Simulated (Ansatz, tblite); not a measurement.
Forces on the cluster SnO₄H₄ at its B3LYP-D4/def2-SVP geometry. Charge 0, multiplicity 1.

In the def2 sets Sn takes a core potential; there is no spin–orbit coupling. The xTB rows come from tblite. The structure holds 2 bonds between oxygen atoms, so isomers without such links may lie far lower. Another isomer (singlet) lies 1.87 eV lower at PBE0-D4/def2-TZVP; other spin states weren't run for this one.

GFN1-xTB (tblite), largest force 1.40 eV/Å:

```xyz
9
positions Å, forces eV/Å
Sn   -0.792   -1.248   -1.269   -0.751    0.164   -0.035
O     1.619    0.076   -0.191   -0.194    0.147   -0.958
O    -0.477    1.015    1.209   -0.887   -0.402   -0.784
O     0.887   -0.045   -1.450    0.756    0.027    1.179
O    -1.488    0.554    0.277    0.721    0.057    0.844
H     2.322    0.687   -0.464    0.089    0.017    0.041
H    -0.239   -2.042    0.243    0.155   -0.008    0.092
H     0.355    0.718    0.750    0.060   -0.038   -0.171
H    -2.188    0.285    0.895    0.051    0.035   -0.208
```

GFN2-xTB (tblite), largest force 1.29 eV/Å:

```
Sn -0.555 -0.333 -0.623
O -0.080 0.276 -1.080
O -0.528 -0.417 -0.864
O 0.946 0.221 0.854
O 0.182 0.487 1.145
H -0.114 -0.197 0.140
H 0.144 -0.229 0.367
H -0.107 0.091 0.217
H 0.111 0.101 -0.155
```

PBE-D4/def2-TZVP (Ansatz), largest force 0.69 eV/Å:

```
Sn 0.102 0.063 0.006
O 0.155 -0.201 0.606
O 0.069 0.312 0.607
O -0.399 -0.099 -0.524
O -0.232 0.003 -0.653
H 0.221 0.203 -0.104
H 0.005 -0.004 0.011
H 0.275 -0.131 -0.185
H -0.195 -0.145 0.236
```
